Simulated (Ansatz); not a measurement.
Two structures of AlH$_{5}$O$_{3}$, singlet, reached by relaxing down either side of one saddle point (PBE0-D4/def2-TZVP). Energies are electronic, without zero-point energy. Program: Ansatz 0.2.0. Basis: def2-TZVPP and def2-QZVPP. Cores are frozen in the correlated methods. Extrapolation: Hartree–Fock as exp(−7.88 √X), correlation as X^−2.97. First:

```json
{"atom": "Al1", "x (Å)": "-0.0977", "y (Å)": "-0.3438", "z (Å)": "-0.5242"}
{"atom": "H2", "x (Å)": "0.3421", "y (Å)": "-1.8373", "z (Å)": "-0.8245"}
{"atom": "O3", "x (Å)": "0.1472", "y (Å)": "0.7381", "z (Å)": "-1.8205"}
{"atom": "O4", "x (Å)": "-1.3438", "y (Å)": "-0.0325", "z (Å)": "0.6452"}
{"atom": "H5", "x (Å)": "1.7371", "y (Å)": "-0.5860", "z (Å)": "1.2306"}
{"atom": "O6", "x (Å)": "1.1395", "y (Å)": "0.1214", "z (Å)": "0.9662"}
{"atom": "H7", "x (Å)": "-0.1139", "y (Å)": "1.6559", "z (Å)": "-1.7889"}
{"atom": "H8", "x (Å)": "-2.2743", "y (Å)": "0.0583", "z (Å)": "0.4587"}
{"atom": "H9", "x (Å)": "0.4636", "y (Å)": "0.2257", "z (Å)": "1.6575"}
```

Second:

```xyz
9
angstrom
Al -0.0007 0.4792 0.1328
H 1.0164 -1.5729 -0.5818
O 0.3263 1.0360 -1.4300
O -1.4965 -0.1276 0.6550
H 0.4215 -1.8416 -0.2079
O 1.2185 0.7161 1.2762
H -0.2927 1.0050 -2.1550
H -2.2786 -0.1981 0.1128
H 1.0857 0.5038 2.1979
```

Which bonds change from the first to the second?

AlH₃O₂ ([OH][AlH][OH]) + H₂O → AlH₃O₃ ([OH][Al]([OH])[OH]) + H₂; bonds formed: H2–H5; dative contacts that become bonds: Al1–O6; bonds broken: Al1–H2, H5–O6.

Give the saddle point's structure and its height above each. (An estimate is asked for; the value comes from the calculation.)

Computed: 18.89 kcal/mol above the first and 25.90 kcal/mol above the second (CCSD(T) at an estimated basis limit (MP2 extrapolated from triple and quadruple zeta, plus CCSD(T) − MP2 in triple zeta)).
```tsv
atom	x (Å)	y (Å)	z (Å)
Al1	-0.0729	0.0198	-0.2348
H2	0.7347	-1.5398	-0.2742
O3	0.2284	0.8081	-1.6999
O4	-1.5577	-0.0251	0.5897
H5	1.1986	-0.9796	0.5198
O6	1.2431	0.1244	1.0430
H7	-0.3246	1.4797	-2.0910
H8	-2.4191	-0.0123	0.1809
H9	0.9694	0.1248	1.9664
```

The T1 diagnostic stays at or below 0.013.

The step is the kind of ligand exchange by which a precursor binds to a hydroxyl group, or is hydrolysed, in atomic layer deposition of oxides.

Labels in which every atom is bracketed show which atoms are joined, not bond orders.

For scale, one of the runs: CCSD(T)/def2-TZVPP, 205 basis functions, launched by `ansatz run in.yaml --threads 4 --pin off --events-out ev --progress --plain --max-ram 9574MiB`. The run took 50 s on 4 CPU threads of an Arm Neoverse V2 (shared host), with 2.7 GiB of host memory at its peak.
